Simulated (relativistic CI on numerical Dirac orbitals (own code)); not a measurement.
Ti³⁺ in a cubic cluster: 1s photoemission with charge transfer

Computed with a charge-transfer multiplet model of a cubic metal-ligand cluster with up to 2 ligand holes, Slater and spin-orbit integrals from Dirac-Coulomb-Breit ions, Slater integrals scaled by 0.7. The ground state mixes d1 with configurations of k ligand holes L, whose averages lie at kΔ + k(k − 1)U_dd/2; a core hole lowers each added d electron by U_cd. 20 K, Lorentzian 1.1 eV and Gaussian 0.6 eV FWHM.

Atomic integrals in eV (Slater integrals scaled, ζ unscaled), ground: F2dd 5.756, F4dd 3.579, zeta_d 0.017; with the core hole: F2dd 5.756, F4dd 3.579, zeta_d 0.030, G2cd 0.034. Where a configuration has fewer than two d electrons, the dd integrals are those of d2.

Cluster parameters (eV): Δ = 5.1, U_dd = 5.3, 10Dq = 1.65, 10Dq(ligand) = 1.6, V(eg) = 1.95, V(t2g) = -0.91, final-state hopping factor = 1.

```
         Case   n_d    d1   d2L  d3L2     S
U_cd = 5.5 eV  1.38  0.65  0.32  0.03  0.50
U_cd = 6.1 eV  1.38  0.65  0.32  0.03  0.50
U_cd = 6.7 eV  1.38  0.65  0.32  0.03  0.50
U_cd = 7.9 eV  1.38  0.65  0.32  0.03  0.50
U_cd = 8.5 eV  1.38  0.65  0.32  0.03  0.50
```

Weights, n_d and S are thermal averages at 20 K. Binding energies count from the first peak over 30 % of the highest in each spectrum, which can be another peak from case to case. The parameters are a model scan and need not match a compound or its usual spin state. Peaks in eV (height, largest 100):
- U_cd = 5.5 eV: 0.0 (100), 8.0 (19)
- U_cd = 6.1 eV: 0.0 (100), 8.1 (24)
- U_cd = 6.7 eV: 0.0 (100), 8.3 (29)
- U_cd = 7.9 eV: 0.0 (100), 8.8 (34)
- U_cd = 8.5 eV: 0.0 (100), 9.1 (39)

Curve for U_cd = 8.5 eV (points under 2 left out, the grid thinned):

E (eV), Intensity and a bar:
```
     -3.6        2.8 
     -3.2        3.5 
     -2.7        4.8 #
     -2.3        6.5 #
     -1.8       10.2 ###
     -1.4       16.1 ####
     -0.9       33.1 ##########
     -0.5       62.9 ###################
     -0.1       96.7 ##############################
      0.4       81.6 #########################
      0.8       46.4 ##############
      1.3       22.9 #######
      1.7       14.7 ####
      2.2        9.8 ##
      2.6        7.9 ##
      3.0        6.5 #
      3.5        5.6 #
      3.9        5.0 #
      4.4        4.0 #
      4.8        3.5 
      5.3        3.3 
      5.7        3.4 
      6.2        3.9 #
      6.6        4.7 #
      7.0        6.4 #
      7.5       10.6 ###
      7.9       16.2 ####
      8.4       26.1 ########
      8.8       35.5 ###########
      9.3       37.3 ###########
      9.7       27.6 ########
     10.1       17.7 #####
     10.6       10.8 ###
     11.0        7.6 ##
     11.5        5.2 #
     11.9        4.0 #
     12.4        2.9 
     12.8        2.4 
     13.2        2.2 
     13.7        2.2 
     14.1        2.6 
     14.6        3.9 #
     15.0        4.8 #
     15.5        3.6 
     15.9        2.2
```

For the case U_cd = 6.7 eV, Δ = 5.1 eV is smaller than U_dd = 5.3 eV, the charge-transfer side of the Zaanen-Sawatzky-Allen scheme. With the core hole the configuration with one ligand hole lies at Δ − U_cd = -0.4, -1.0, -1.6, -2.8, -3.4 eV from the one without, in the order of the table; where this is negative the screened configuration lies lower, though the effective hopping of about 4.3 eV (from the holes of the mixed ground state) mixes the two strongly wherever it is as large as the gap.
